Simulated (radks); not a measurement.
Spherical quantum dot in the effective-mass picture: electrons in a parabolic well V = omega^2 r^2 / 2 with omega = 1.68, with a point charge +1 (a donor) at the centre, all in effective atomic units (hartree* = m*/eps^2 hartree, bohr* = eps/m* bohr), one dielectric constant everywhere. Method: non-relativistic Kohn-Sham, exchange-only LDA, spin-polarised, spherical densities; computed with a radial shooting solver with Libxc functionals. Levels are named by radial order and angular momentum (1s, 1p, 1d, 2s, ...), and open shells are averaged over m. Results are scaled to m* = 0.051 and eps = 12.2, for which hartree* = 9.324 meV and bohr* = 12.66 nm.

N = 16, configuration 1s2 1p6 1d(up 5, down 1) 2s2. This is the lowest configuration that the search found. Occupied and some empty levels:

level,occupation,eigenvalue (meV),<r> (nm)
1s up,1,108.96,12.99
1s down,1,109.67,12.75
1p up,3,119.94,18.13
1p down,3,121.01,18.05
2s up,1,129.16,18.32
2s down,1,129.95,18.47
1d up,5,130.29,21.14
1d down,1,131.43,21.16
1f up,0,141.25,23.48
1f down,0,142.37,23.56
2p up,0,143.04,21.13
2p down,0,143.80,21.19
1g up,0,152.84,25.49
1g down,0,153.88,25.59

Energy (meV): total 1286.37, kinetic 255.40, external 387.13, Hartree 723.71, exchange-correlation -79.874.

Electron density:

r (nm),n(r) (e/nm^3)
2.78,0.0008276
5.76,0.0005112
8.74,0.0003497
11.7,0.0002886
14.7,0.0002662
17.7,0.0002342
20.7,0.0001772
23.6,0.0001104
26.6,0.00005528
29.6,0.00002207
32.6,7.052e-06
35.6,1.789e-06
38.6,3.646e-07
